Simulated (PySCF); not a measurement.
**Sr (strontium, neutral) across methods**

[Kr] 4d1 5s1, high-spin 3D determinant (an excited configuration). All numbers are calculated (PySCF 2.14, scalar relativity by spin-free X2C-1e, in aug-cc-pVDZ-X2C (7s6p4d, 45 functions)).

| method | E (hartree) | mean ε 4p β (eV) | mean ε 5s α (eV) | mean ε 4d α (eV) | Σ⟨r²⟩ (bohr²) | ⟨S²⟩ |
| --- | --- | --- | --- | --- | --- | --- |
| M06-2X | -3179.38 | -25.034 | -4.597 | -2.311 | 66.72 | 2.000 |
| LDA | -3175.03 | -21.756 | -3.662 | -1.333 | 68.05 | 2.000 |
| PBE | -3178.81 | -21.604 | -3.492 | -1.388 | 68.66 | 2.000 |
| PBE0 | -3178.89 | -23.473 | -3.964 | -1.928 | 68.21 | 2.000 |
| LC-wPBE | -3178.83 | -26.260 | -5.373 | -3.607 | 66.41 | 2.001 |
| wB97X | -3179.25 | -26.015 | -5.075 | -3.261 | 68.31 | 2.001 |
| UHF | -3177.27527 | -28.354 | -5.160 | -3.114 | 72.17 | 2.001 |
| r2SCAN | -3179.18 | -22.161 | -3.507 | -1.446 | 67.75 | 2.001 |

Question: Estimate the same row for wB97M-V.

Answer: E (hartree) = -3178.94; mean ε 4p β (eV) = -25.792; mean ε 5s α (eV) = -5.104; mean ε 4d α (eV) = -3.331; Σ⟨r²⟩ (bohr²) = 68.18; ⟨S²⟩ = 2.001.
